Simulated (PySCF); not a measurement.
**Radial density of S (sulfur, neutral)**

UHF, [Ne] 3s1 3p5, high-spin 3P determinant (an excited configuration). Computed with PySCF 2.14 in aug-cc-pwCVTZ (8s7p5d3f, 75 functions), with the non-relativistic Hamiltonian (point nucleus).

| r (bohr) | 4πr²ρ (e/bohr) | 4πr²(ρα − ρβ) |
| --- | --- | --- |
| 0.00210 | 0.1372 | 0.0005 |
| 0.00352 | 0.3711 | 0.0013 |
| 0.00593 | 0.9719 | 0.0034 |
| 0.00997 | 2.418 | 0.0083 |
| 0.0168 | 5.506 | 0.0189 |
| 0.0282 | 10.83 | 0.0363 |
| 0.0474 | 16.75 | 0.0531 |
| 0.0798 | 17.77 | 0.0531 |
| 0.134 | 12.89 | 0.0823 |
| 0.226 | 14.14 | 0.2645 |
| 0.380 | 17.32 | 0.2568 |
| 0.639 | 7.498 | -0.0036 |
| 1.07 | 2.797 | 1.0520 |
| 1.81 | 3.147 | 1.2518 |
| 3.04 | 0.9272 | 0.1240 |
| 5.11 | 0.06400 | -0.0203 |
| 8.60 | 0.0005003 | -0.0005 |

(1) Where is the radial spin density 4πr²(ρα − ρβ) most negative, and why is it negative at all?

Results:

(1) Around r = 5.11 bohr, down to -0.0203 e/bohr: exchange with the open shell polarises the paired shells in an unrestricted calculation.
